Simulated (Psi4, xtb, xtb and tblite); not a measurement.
Conformational energy of H6GeSeSi, SMILES [SeH][SiH2][GeH3]. Scanned: dihedral Ge1–Si2–Se3–H9; all other coordinates were relaxed at GFN2-xTB. Points at φ and −φ are mirror images. Heavy atoms are numbered in the order of the SMILES [GeH3][SiH2][SeH], hydrogens after them in the order of the atoms that carry them; the mirror image has the same energies with the sign of each dihedral reversed.

- GFN1-xTB // GFN2-xTB (xtb)
- B3LYP-D3(BJ)/def2-TZVP // GFN2-xTB (Psi4)
- GFN2-xTB (xtb and tblite)

Energies in kcal/mol, each method relative to its own lowest point.

```csv
φ / °,GFN1-xTB,B3LYP-D3(BJ)/def2-TZVP,GFN2-xTB
-160,0.73,0.82,0.18
-140,1.35,1.15,0.52
-120,1.74,1.28,0.78
-100,1.48,0.95,0.76
-80,0.73,0.37,0.49
-60,0.14,0.00,0.19
-40,0.00,0.10,0.03
-20,0.21,0.49,0.00
0,0.37,0.72,0.01
20,0.21,0.49,0.00
40,0.00,0.10,0.03
60,0.14,0.00,0.19
80,0.73,0.37,0.49
100,1.48,0.95,0.76
120,1.74,1.28,0.78
140,1.35,1.15,0.52
160,0.73,0.82,0.18
180,0.44,0.66,0.02
```
